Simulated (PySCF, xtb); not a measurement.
Al(I)(OH)(OMe) (CH₄AlIO₂), SMILES C[O][Al]([OH])[I]. One conformer was computed; it need not be the lowest.

Harmonic wavenumbers (cm⁻¹) from GFN2-xTB run with xtb at its own minimum, in rising order: 12, 80, 120, 142, 165, 258, 280, 384, 410, 666, 929, 1138, 1141, 1231, 1421, 1477, 1479, 2961, 2963, 2973, 3796.

What does PBE-D3(BJ)/def2-SVP (PySCF 2.14.0) give at its own minimum? (The exact figures need the calculation; the answer reports its results.)

74, 85, 95, 164, 217, 229, 319, 330, 586, 706, 888, 1138, 1145, 1198, 1421, 1426, 1430, 2917, 2995, 3005, 3800. Paired by order, the mean absolute difference is 38 cm⁻¹ and the zero-point energies are 34.3 and 34.6 kcal/mol.
